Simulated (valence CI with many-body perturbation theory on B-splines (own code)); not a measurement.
Values are calculated unless marked as measured or tabulated.
Se²⁸⁺: what each term of the Hamiltonian does

Method: valence CI with perturbative core correlation (CI+MBPT): four valence electrons over a frozen Dirac-Fock core [He], a basis of 11 s, 11 p, 9 d, 7 f, 5 g, 2 h, 1 i functions for each j, with the one-electron correlation potential Σ1, the two-electron term Σ2, the three-electron term Σ3, Breit, model QED; selected CI, second order for the rest (own B-spline code, finite nucleus).

No measured spectrum was set against this ion. As an estimate, large intervals hold to a few tenths of a per cent, small ones and those within an open d or f shell to about a per cent. Among the levels kept, up to 280 cm⁻¹ of a level comes from second order outside the variational space, and about a tenth of that is noise between levels of different J, which matters for small intervals.

Each rung adds one term. CI alone is the Dirac-Coulomb CI over the frozen core; QED comes last and gives the full result, which names the levels. Energies are above (2s^2 2p1/2^2) J=0 on the same rung, in Ry.

Levels are named by their leading jj configuration (3d3/2^4 stands for four electrons in 3d with j = 3/2), which in mixed levels can hold well under half, so a name can repeat and another be missing. Letters in brackets count levels of one name in rising energy.

```
                     Level  CI alone    + Σ1    + Σ2    + Σ3  + Breit    Full
    (2s^2 2p1/2 2p3/2) J=1     2.791   2.794   2.791   2.792    2.713   2.721
    (2s^2 2p1/2 2p3/2) J=2     3.531   3.534   3.533   3.532    3.398   3.407
        (2s^2 2p3/2^2) J=2     6.813   6.818   6.817   6.816    6.631   6.645
        (2s^2 2p3/2^2) J=0     8.392   8.397   8.403   8.400    8.267   8.279
    (2s 2p1/2^2 2p3/2) J=2     9.237   9.226   9.219   9.220    9.160   9.086
    (2s 2p1/2^2 2p3/2) J=1    12.356  12.345  12.333  12.330   12.312  12.236
(2s 2p1/2 2p3/2^2) J=2 [a]    13.039  13.029  13.020  13.018   12.953  12.881
    (2s 2p1/2 2p3/2^2) J=3    14.102  14.093  14.083  14.081   13.919  13.849
    (2s 2p1/2 2p3/2^2) J=0    15.432  15.422  15.417  15.413   15.360  15.290
(2s 2p1/2 2p3/2^2) J=1 [a]    15.804  15.795  15.783  15.779   15.692  15.623
(2s 2p1/2 2p3/2^2) J=2 [b]    16.367  16.358  16.344  16.339   16.206  16.137
(2s 2p1/2 2p3/2^2) J=1 [b]    17.263  17.253  17.225  17.217   17.145  17.072
          (2s 2p3/2^3) J=2    19.112  19.104  19.087  19.081   18.923  18.857
          (2s 2p3/2^3) J=1    21.251  21.243  21.219  21.210   21.059  20.994
     (2p1/2^2 2p3/2^2) J=2    24.787  24.763  24.729  24.720   24.697  24.543
     (2p1/2^2 2p3/2^2) J=0    26.386  26.363  26.331  26.322   26.338  26.185
       (2p1/2 2p3/2^3) J=1    27.887  27.866  27.832  27.823   27.753  27.605
       (2p1/2 2p3/2^3) J=2    28.793  28.772  28.741  28.732   28.616  28.468
             (2p3/2^4) J=0    33.055  33.036  33.007  32.998   32.874  32.734
```

(1) How does the ionisation energy move along the ladder, and which term matters most?

Results:

(1) CI alone 3153.3, + Σ1 3153.6, + Σ2 3153.6, + Σ3 3153.5, + Breit 3150.8, + QED 3150.9 eV. The largest step is Breit, -2.7 eV. NIST lists 3146 ± 3 eV (semi-empirical).
